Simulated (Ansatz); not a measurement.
`C#[C][Ti]([F])([F])[C]#C` and `C#[C][Ti]([F])([F])[F]` differ in one atom or group.

Ansatz, PBE0-D4/def2-TZVP geometries, multiplicity 1. 

Scalar relativity is left out up to krypton.

```json
{"property": "LUMO energy (B3LYP/def2-TZVPP) / eV", "`C#[C][Ti]([F])([F])[C]#C`": "-3.73"}
{"property": "size of the dipole moment (B3LYP/def2-TZVPP) / D", "`C#[C][Ti]([F])([F])[C]#C`": "2.07"}
{"property": "size of the dipole moment (ωB97M-V/def2-TZVPP) / D", "`C#[C][Ti]([F])([F])[C]#C`": "1.86"}
{"property": "size of the dipole moment (PBE/def2-TZVPP) / D", "`C#[C][Ti]([F])([F])[C]#C`": "1.92"}
{"property": "zero-point energy (PBE0-D4/def2-TZVP) / kJ/mol", "`C#[C][Ti]([F])([F])[C]#C`": "108.8"}
{"property": "HOMO energy (ωB97M-V/def2-TZVPP) / eV", "`C#[C][Ti]([F])([F])[C]#C`": "-10.70"}
```

(1) What does the change do to each property? (Estimate.)

## Answers

(1) Computed: 
| property | `C#[C][Ti]([F])([F])[F]` | shift |
| --- | --- | --- |
| LUMO energy (B3LYP/def2-TZVPP) / eV | -3.53 | 0.20 |
| size of the dipole moment (B3LYP/def2-TZVPP) / D | 1.80 | -0.27 |
| size of the dipole moment (ωB97M-V/def2-TZVPP) / D | 1.57 | -0.29 |
| size of the dipole moment (PBE/def2-TZVPP) / D | 1.64 | -0.28 |
| zero-point energy (PBE0-D4/def2-TZVP) / kJ/mol | 67.2 | -41.6 |
| HOMO energy (ωB97M-V/def2-TZVPP) / eV | -11.15 | -0.45 |

With PBE0 the HOMO falls by 0.41 eV and the LUMO rises by 0.26 eV, so the gap widens by about 0.67 eV. PBE moves the HOMO by -0.34 eV and ωB97M-V by -0.45 eV. The zero-point energy changes by -41.6 kJ/mol with -6 modes. Dipoles are sizes alone; their direction can turn.

B3LYP here is the variant with VWN-RPA as its local correlation; programs differ in this.
